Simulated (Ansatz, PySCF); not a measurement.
Energy difference R1 → 3 P1 + 2 P2, each structure at its B3LYP-D3(BJ)/def2-TZVP stationary point, reached from a drawn start (curvature not checked).
R1: C3S2 (SMILES S=C=C=C=S), charge 0, multiplicity 1.
P1: C atom, charge 0, multiplicity 3.
P2: S atom, charge 0, multiplicity 3.

```tsv
level	reaction energy (kcal/mol)	minus CCSD(T)/cc-pV(Q+d)Z	cost
HF/cc-pV(D+d)Z	340.30	-210.27	-
HF/cc-pV(T+d)Z	349.22	-201.34	-
SVWN5/def2-TZVPP	695.58	145.02	×0.8
PBE/def2-TZVPP	614.18	63.62	×1
BLYP/def2-TZVPP	581.52	30.96	×1
revPBE/def2-TZVPP	585.99	35.43	×0.9
r2SCAN/def2-TZVPP	584.93	34.37	×1
B97M-V/def2-TZVPP	585.37	34.81	×2
B3LYP/def2-TZVPP	565.78	15.21	×1
PBE0/def2-TZVPP	579.86	29.30	×0.9
BHLYP/def2-TZVPP	522.56	-28.00	×1
M06-2X/def2-TZVPP	566.89	16.33	-
CAM-B3LYP/def2-TZVPP	555.53	4.97	×1
wB97X-V/def2-TZVPP	556.22	5.66	×2
MP2/cc-pV(D+d)Z	544.81	-5.75	-
MP2/cc-pV(Q+d)Z	591.57	41.01	-
SCS-MP2/cc-pV(T+d)Z	557.02	6.46	-
SCS-MP2/cc-pV(Q+d)Z	570.75	20.19	-
CCSD(T)/cc-pV(T+d)Z	538.02	-12.54	×6
CCSD(T)/cc-pV(Q+d)Z	550.56	0.00	×30*
```

 The comparison column counts from a level with limits of its own.

P less R. No zero-point or thermal terms; singlets are restricted closed shells; open shells are unrestricted; no spin–orbit coupling.

Frozen-core correlation throughout.

Programs: Ansatz (a first-principles code) with Gaussian orbitals; PySCF for M06-2X. Each number belongs to the level named beside it.

Costs are rough ratios of core time to PBE/def2-TZVPP (about 4 s over the structures, on one shared machine); a dash marks a level with no comparable run of its own. A star marks coupled-cluster runs past 200 virtual orbitals, where the program's memory plan changes under this machine's limit, so their costs aren't comparable with smaller runs.
